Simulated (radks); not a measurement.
Values are calculated unless marked as measured or tabulated.
Ionisation of neutral zirconium, [Kr] 4d2 5s2, to Zr+, [Kr] 4d2 5s1, under several functionals. Dirac Kohn-Sham, spin-unpolarised, spherical densities, point nucleus; open shells fill j = l - 1/2 first; a radial shooting solver on a logarithmic mesh with Libxc functionals.

functional,E(Zr) (hartree),Exc (hartree),IE (eV),-e(HOMO) (eV),<r> HOMO (bohr),IE error (eV)
HCTH/407,-3601.30497,-116.57957,7.079,3.842,2.244,+0.445
PBE,-3598.96165,-114.08288,7.123,3.641,2.286,+0.489
exchange-only B88,-3597.52737,-112.61973,6.496,2.836,2.333,-0.138
BLYP,-3599.47330,-114.59755,7.047,3.467,2.294,+0.412
exchange-only LDA,-3591.37215,-106.37291,6.425,2.727,2.340,-0.210

NIST Atomic Spectra Database: 6.634 eV (measured). Closest: exchange-only B88. The Delta-SCF values span 0.70 eV, the total energies 9.93 hartree. The highest occupied level is 4d3/2. Spin polarisation and multiplet splitting are left out, so open shells lie too high by an amount that depends on their filling.

Beside tabulated values, note that spin-unpolarised runs miss the spin-polarisation part of the exchange energy of open shells.
